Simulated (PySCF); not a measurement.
Correlation energy of F³⁺ (fluorine, charge +3)

[He] 2s2 2p2, high-spin 3P determinant. All numbers are calculated (PySCF 2.14, the spin-free X2C one-electron Hamiltonian (Gaussian nucleus), in aug-cc-pVTZ-DK (5s4p3d2f, 46 functions)). Frozen: 1s2; 4 electrons correlated.

```
  level  correlation energy (mhartree)
   CCSD                        -100.52
    (T)                          -1.13
CCSD(T)                        -101.65
  CCSDT                        -101.85
```

Diagnostics: T1 = 0.0036, D1 = 0.0077, largest double amplitude 0.121.

Cost of the coupled-cluster step: about 2 core-seconds, for 4 correlated electrons.
